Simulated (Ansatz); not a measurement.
`S/C=C/c1ccc(/C=C/c2ccc(/C=C/c3ccc(/C=C/c4ccc(S)cc4)cc3)cc2)cc1`. Total charge 0; singlet. Geometry PBE-D4/def2-SVP.

```xyz
60

S     9.333   -8.626   -7.253
C     8.200   -7.379   -6.743
C     7.787   -7.244   -5.454
C     6.892   -6.215   -4.935
C     6.463   -6.289   -3.584
C     5.597   -5.346   -3.035
C     5.105   -4.263   -3.808
C     4.192   -3.251   -3.296
C     3.642   -3.196   -2.048
C     2.719   -2.190   -1.541
C     2.298   -1.058   -2.286
C     1.399   -0.138   -1.752
C     0.860   -0.287   -0.445
C    -0.095    0.696    0.046
C    -0.747    0.680    1.245
C    -1.724    1.647    1.725
C    -2.108    2.806    1.000
C    -3.068    3.681    1.500
C    -3.709    3.459    2.749
C    -4.725    4.399    3.203
C    -5.473    4.312    4.341
C    -6.503    5.243    4.790
C    -7.212    4.971    5.987
C    -8.215    5.819    6.461
C    -8.551    6.988    5.747
S    -9.835    8.021    6.399
C    -7.853    7.280    4.552
C    -6.854    6.425    4.089
C    -3.314    2.309    3.480
C    -2.352    1.435    2.981
C     1.292   -1.412    0.305
C     2.193   -2.330   -0.228
C     5.544   -4.184   -5.157
C     6.411   -5.126   -5.706
H     9.195   -8.424   -8.592
H     7.857   -6.689   -7.530
H     8.142   -7.981   -4.712
H     6.826   -7.119   -2.958
H     5.295   -5.449   -1.982
H     3.927   -2.463   -4.022
H     3.893   -3.993   -1.327
H     2.685   -0.897   -3.303
H     1.090    0.730   -2.355
H    -0.306    1.521   -0.656
H    -0.547   -0.153    1.941
H    -1.644    3.021    0.026
H    -3.350    4.569    0.912
H    -4.892    5.255    2.527
H    -5.313    3.450    5.011
H    -6.965    4.060    6.555
H    -8.747    5.571    7.392
H    -9.797    8.955    5.410
H    -8.098    8.188    3.980
H    -6.332    6.685    3.156
H    -3.772    2.098    4.458
H    -2.070    0.547    3.570
H     0.913   -1.567    1.326
H     2.508   -3.194    0.378
H     5.185   -3.350   -5.781
H     6.727   -5.012   -6.753
```

Single mean-field runs in def2-SVP are fitted with def2-universal-jkfit.

**Question.** Estimate the orbital energies around the gap (eV) in Ansatz with PBE-D4/def2-SVP, r2SCAN-D4/def2-SVP, PBE0-D4/def2-SVP.

**Answer.** 
```tsv
orbital	PBE-D4/def2-SVP	r2SCAN-D4/def2-SVP	PBE0-D4/def2-SVP
HOMO−9	-7.02	-7.33	-8.20
HOMO−8	-6.47	-6.74	-7.55
HOMO−7	-6.38	-6.67	-7.52
HOMO−6	-6.32	-6.59	-7.41
HOMO−5	-6.32	-6.58	-7.41
HOMO−4	-6.31	-6.58	-7.40
HOMO−3	-5.88	-6.14	-6.93
HOMO−2	-5.37	-5.60	-6.32
HOMO−1	-4.89	-5.08	-5.74
HOMO	-4.52	-4.68	-5.28
LUMO	-2.87	-2.89	-2.32
LUMO+1	-2.32	-2.30	-1.67
LUMO+2	-1.68	-1.62	-0.90
LUMO+3	-1.27	-1.18	-0.39
LUMO+4	-1.13	-1.03	-0.25
LUMO+5	-1.10	-1.00	-0.22
```
